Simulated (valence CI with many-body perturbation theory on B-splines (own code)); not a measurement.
## From CI to CI+MBPT in Fe IV

Level of theory: valence CI with perturbative core correlation (CI+MBPT): five valence electrons over a frozen Dirac-Fock core [Ar], a basis of 7 s, 7 p, 8 d, 6 f, 4 g, 1 h functions for each j, with the one-electron correlation potential Σ1 (screened to all orders), the two-electron term Σ2, the three-electron term Σ3, Breit, model QED; selected single and double excitations, second order for the rest, scaled by the run's own slope (own B-spline code, finite nucleus).

Against 32 measured levels this calculation errs by 2321 cm⁻¹ on average and by 6905 at most. These come from a selection out of Corliss and Sugar, J. Phys. Chem. Ref. Data 11, 135 (1982). Levels without a partner in it may be off by more, other configurations by 1,000 to 8,000 cm⁻¹. Among the levels kept, up to 1600 cm⁻¹ of a level comes from second order outside the variational space, and about a tenth of that is noise between levels of different J, which matters for small intervals. Only levels of the ground parity were solved; by the run's estimate the other parity begins above the list, which can be wrong where configurations are misplaced.

Each rung adds one term. CI alone is the Dirac-Coulomb CI over the frozen core; QED comes last and gives the full result, which names the levels. Energies are above 3d5 6S_5/2 on the same rung, in cm⁻¹. A blank means that the level has no clear partner on that rung.

Names give the largest LS component (configuration and term), which can be under half, so a name can repeat, a term be missing and a line seem to break the LS rules; names also repeat where a configuration has a term twice. Letters in brackets count levels of one name in rising energy.

```
         Level  CI alone   + Σ1   + Σ2   + Σ3  + Breit   Full
   3d5 4G_11/2     31624  32258  31775  31440    31334  31335
    3d5 4G_9/2     31604  32242  31766  31434    31375  31377
    3d5 4G_5/2     31545  32175  31696  31361    31381  31382
    3d5 4G_7/2     31577  32211  31730  31399    31385  31387
    3d5 4P_5/2     34169  34858  35972  35312    35363  35364
    3d5 4P_3/2     34213  34911  36095  35407    35441  35442
    3d5 4P_1/2     34254  34964  36178  35490    35518  35520
    3d5 4D_7/2     38206  38979  38498  38417    38393  38395
    3d5 4D_1/2     38225  39011  38570  38480    38506  38509
    3d5 4D_3/2     38270  39060  38651  38559    38562  38565
    3d5 4D_5/2     38282  39074  38728  38598    38563  38566
   3d5 2I_11/2     45889  46797  46009  45296    45226  45228
   3d5 2I_13/2     45957  46878  46095  45385    45231  45233
3d5 2D_5/2 [a]     48511  49442  50168  49325    49395  49396
3d5 2D_3/2 [a]     48992  49980  50770  49904    49915  49918
3d5 2F_7/2 [a]                   52248  51092    51070  51073
3d5 2F_5/2 [a]                   52041  51775    51791  51794
    3d5 4F_9/2     50786  51808  52273  52070    52016  52020
    3d5 4F_7/2                   52196  52105    52090  52094
```

(1) How does the ionisation energy move along the ladder, and which term matters most?

## Answers

(1) CI alone 49.333, + Σ1 50.621, + Σ2 53.678, + Σ3 53.676, + Breit 53.696, + QED 53.698 eV. The largest step is Σ2, 3.057 eV. NIST lists 54.91 ± 0.04 eV (measured), further off than its uncertainty and the later steps.
